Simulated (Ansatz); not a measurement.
Ansatz (an electronic-structure program) input:

Ansatz 0.2 input:
```yaml
crystal:
  periodic: [false, false, false]
  atoms:
    - {symbol: Si, position_ang: [-0.02971881, -0.07663873, -0.35159182]}
    - {symbol: C, position_ang: [-1.08483714, 1.22732714, -1.24825111]}
    - {symbol: C, position_ang: [-1.02491107, -0.60282064, 1.19266904]}
    - {symbol: O, position_ang: [1.37249595, 0.53348512, -0.03221091]}
    - {symbol: Si, position_ang: [2.90236334, -0.11876631, 0.60530087]}
    - {symbol: H, position_ang: [-0.02507004, -1.26850943, -1.24166624]}
    - {symbol: H, position_ang: [-2.07540468, 0.83415000, -1.46022486]}
    - {symbol: H, position_ang: [-0.63268651, 1.51625493, -2.19164014]}
    - {symbol: H, position_ang: [-1.20509354, 2.12622908, -0.65180401]}
    - {symbol: H, position_ang: [-0.49301974, -1.37576301, 1.74037518]}
    - {symbol: H, position_ang: [-1.16157964, 0.23700910, 1.87081295]}
    - {symbol: H, position_ang: [-2.01055992, -0.99002272, 0.94143896]}
    - {symbol: H, position_ang: [3.19651690, -1.05553902, -0.52891887]}
    - {symbol: H, position_ang: [2.34252611, -1.13385695, 1.56552464]}
basis:
  gaussian:
    orbitals: def2-TZVP
hamiltonian:
  xc: b3lyp
  dispersion: d3bj
total_charge: -1
relax: {f_tol: 0.002, max_steps: 150}
```

Q: Predict the final energy.

A: -736.09533 Eh (B3LYP-D3(BJ)/def2-TZVP). The basis has 221 functions.

It need not be the lowest isomer of its formula. Whether it binds its extra electron was not tested at this geometry.
